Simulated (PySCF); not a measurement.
An excited-state job on `C(F)C1SCCS1`.

Method: TDDFT PBE0/def2-SVPD, vertical, gas phase, core orbitals frozen in the response (PySCF 2.14.0, density-fitted response routines). Geometry: GFN2-xTB. A driver script takes a list of jobs; this job's settings line and coordinates (Å) are shown.

Command:
```bash
OMP_NUM_THREADS=1 python probes_run.py task.json out
```

Input:
```
{"job": {"kind": "uv", "xc": "PBE0", "basis": "def2-SVPD", "nstates": 6, "ntriplets": 2}, "charge": 0, "multiplicity": 1}
F      2.822867     1.028655     0.644778
C      1.942727     0.324404    -0.130280
C      0.859740    -0.305994     0.732682
S     -0.380860     0.893866     1.298987
C     -1.424115     0.672497    -0.176805
C     -1.617227    -0.815558    -0.353319
S      0.017906    -1.627320    -0.229352
H      2.515229    -0.455063    -0.644966
H      1.523089     1.024836    -0.859692
H      1.310450    -0.754018     1.619633
H     -2.365429     1.185251     0.010473
H     -0.925281     1.120623    -1.037042
H     -2.251961    -1.225528     0.432633
H     -2.027813    -1.067122    -1.329896
```

Task: What does the run print?

Result: 
```
coarse grid: 13024 points
cycle   1  E = -1051.7477717839  dE =  7.852e-01  |g| = 4.086e-01  |ddm| = 5.044e+00
cycle   2  E = -1051.7248701022  dE =  2.290e-02  |g| = 5.791e-01  |ddm| = 1.139e+00
cycle   3  E = -1051.7812486011  dE = -5.638e-02  |g| = 5.486e-02  |ddm| = 5.551e-01
cycle   4  E = -1051.7818358976  dE = -5.873e-04  |g| = 2.216e-02  |ddm| = 1.243e-01
cycle   5  E = -1051.7819583880  dE = -1.225e-04  |g| = 8.669e-03  |ddm| = 5.618e-02
cycle   6  E = -1051.7819769845  dE = -1.860e-05  |g| = 2.012e-03  |ddm| = 1.742e-02
cycle   7  E = -1051.7819779540  dE = -9.695e-07  |g| = 4.517e-04  |ddm| = 4.000e-03
final grid: 117536 points
cycle   8  E = -1051.8899991904  dE = -3.258e-05  |g| = 1.020e-02  |ddm| = 1.043e-01
cycle   9  E = -1051.8899727244  dE =  2.647e-05  |g| = 1.452e-02  |ddm| = 3.444e-02
cycle  10  E = -1051.8900247822  dE = -5.206e-05  |g| = 1.076e-03  |ddm| = 2.138e-02
cycle  11  E = -1051.8900250613  dE = -2.791e-07  |g| = 2.245e-04  |ddm| = 2.809e-03
cycle  12  E = -1051.8900250712  dE = -9.989e-09  |g| = 9.242e-05  |ddm| = 4.802e-04
cycle  13  E = -1051.8900250732  dE = -1.990e-09  |g| = 3.076e-05  |ddm| = 2.116e-04
cycle  14  E = -1051.8900250735  dE = -2.292e-10  |g| = 6.671e-06  |ddm| = 5.954e-05
converged SCF energy = -1051.8900250735

Static polarisability (au): isotropic 86.264, principal 73.107 91.220 94.464

Singlet excitations
state   eV       nm        f      main configurations
  1   5.0618    244.9   0.00027   H->L 0.80, H-1->L 0.12
  2   5.1375    241.3   0.00639   H-1->L 0.79, H->L 0.12
  3   6.1505    201.6   0.01693   H->L+1 0.86
  4   6.1661    201.1   0.00484   H-1->L+1 0.87
  5   6.3664    194.7   0.02405   H->L+2 0.56, H-1->L+2 0.20, H->L+3 0.12
  6   6.4356    192.7   0.02978   H-1->L+2 0.61, H->L+2 0.21

Triplet excitations (Tamm-Dancoff, eV): 4.6014 4.6478
```

The SCF starts on a coarse grid where the log names one; the energy can jump when the final grid takes over, and dE then counts from the start density on the new grid. H and L stand for HOMO and LUMO; the number after each pair is its weight.

Task: Give S1 in cm⁻¹ and kJ/mol.

Result: 5.0618 eV × 8065.54 = 40826 cm⁻¹; × 96.485 = 488.4 kJ/mol.

Task: Which computed singlet has the largest oscillator strength, and what do all of them sum to?

Result: State 6 at 6.44 eV (193 nm), f = 0.030; the 6 states sum to 0.082.

In short: HOMO -6.90 eV, LUMO -0.28 eV; lowest singlet 5.06 eV; lowest triplet 4.60 eV (Tamm–Dancoff); mean polarisability 86.3 au.

Cost: about 90 s of CPU time on one thread; the machine was shared, so the figure is rough.

One conformer stands for the species.
Labels such as C1 count atoms from 1, the log's own numbers from 0.
